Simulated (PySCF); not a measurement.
Species: C8H10OSi.
Bonds: C1–C2, C2–C3 (aromatic), C3–C4 (aromatic), C4–C5 (aromatic), C5–Si6, C5–C7 (aromatic), C7–C8 (aromatic), C8–C9, C9–O10 (double), C2–C8 (aromatic). Hydrogens: H11, H12, H13 on C1; H14 on C3; H15 on C4; H16, H17, H18 on Si6; H19 on C7; H20 on C9.

Computed with PySCF, PBE0-D3(BJ)/def2-SVP geometry optimisation, gas phase.

Question: What internal coordinates does the optimisation give?

Answer: 
```json
{"bond": "C1–C2", "length (bohr)": "2.828", "order": "single"}
{"bond": "C2–C3", "length (bohr)": "2.640", "order": "aromatic"}
{"bond": "C3–C4", "length (bohr)": "2.633", "order": "aromatic"}
{"bond": "C4–C5", "length (bohr)": "2.649", "order": "aromatic"}
{"bond": "C5–Si6", "length (bohr)": "3.551", "order": "single"}
{"bond": "C5–C7", "length (bohr)": "2.642", "order": "aromatic"}
{"bond": "C7–C8", "length (bohr)": "2.644", "order": "aromatic"}
{"bond": "C8–C9", "length (bohr)": "2.792", "order": "single"}
{"bond": "C9=O10", "length (bohr)": "2.280", "order": "double"}
{"bond": "C2–C8", "length (bohr)": "2.674", "order": "aromatic"}
{"bond": "C1–H11, C1–H12, C1–H13", "length (bohr)": "2.078", "order": "single"}
{"bond": "C3–H14", "length (bohr)": "2.066", "order": "single"}
{"bond": "C4–H15", "length (bohr)": "2.068", "order": "single"}
{"bond": "Si6–H16, Si6–H17, Si6–H18", "length (bohr)": "2.825", "order": "single"}
{"bond": "C7–H19", "length (bohr)": "2.072", "order": "single"}
{"bond": "C9–H20", "length (bohr)": "2.120", "order": "single"}
```

Bonds in one row agree within 0.02 bohr and their mean is given. Orders are formal, as drawn. A selection of angles:
```json
{"angle": "C2–C1–H11", "degrees": "111.2"}
{"angle": "H11–C1–H12", "degrees": "105.3"}
{"angle": "H11–C1–H13", "degrees": "109.1"}
{"angle": "C1–C2–C3", "degrees": "120.0"}
{"angle": "C1–C2–C8", "degrees": "122.7"}
{"angle": "C3–C2–C8", "degrees": "117.3"}
{"angle": "C2–C3–C4", "degrees": "121.8"}
{"angle": "C2–C3–H14", "degrees": "118.8"}
{"angle": "C4–C3–H14", "degrees": "119.4"}
{"angle": "C3–C4–C5", "degrees": "121.4"}
{"angle": "C3–C4–H15", "degrees": "118.7"}
{"angle": "C5–C4–H15", "degrees": "119.9"}
{"angle": "C4–C5–Si6", "degrees": "121.6"}
{"angle": "C4–C5–C7", "degrees": "116.9"}
{"angle": "Si6–C5–C7", "degrees": "121.5"}
{"angle": "C5–Si6–H16", "degrees": "110.1"}
{"angle": "C5–Si6–H18", "degrees": "111.2"}
{"angle": "H16–Si6–H17", "degrees": "109.7"}
{"angle": "H16–Si6–H18", "degrees": "108.0"}
{"angle": "C5–C7–C8", "degrees": "122.3"}
{"angle": "C5–C7–H19", "degrees": "120.1"}
{"angle": "C8–C7–H19", "degrees": "117.6"}
{"angle": "C7–C8–C9", "degrees": "116.6"}
{"angle": "C2–C8–C7", "degrees": "120.3"}
{"angle": "C2–C8–C9", "degrees": "123.1"}
{"angle": "C8–C9–O10", "degrees": "126.4"}
{"angle": "C8–C9–H20", "degrees": "113.2"}
{"angle": "O10–C9–H20", "degrees": "120.4"}
```

Torsions: C7–C8–C9–O10 180° (antiperiplanar). The mirror-image conformer, all signs reversed, is as good.

The 6-membered ring C2–C3–C4–C5–C7–C8 has internal angles of 116.9° to 122.3° (sum 720°, against 720° for a flat polygon); it is planar, 0.00 Å rms from its mean plane, widest ring torsion 0°. Si6 (SiH3 silicon) is tetrahedral (angles from 108.0° to 111.2°). The C–C distances run from 1.393 Å (C3–C4, aromatic) to 1.496 Å (C1–C2, drawn single), a spread of 0.103 Å. The 10 heavy atoms lie in one plane (0.008 Å rms). Of the pairs four or more bonds apart, C1···O10 is among the closest relative to their van der Waals radii: 2.83 Å, 88 % of the sum of Bondi's values.

Not checked by PBE0-D3(BJ)/def2-SVP frequencies. One conformer, not necessarily the lowest.
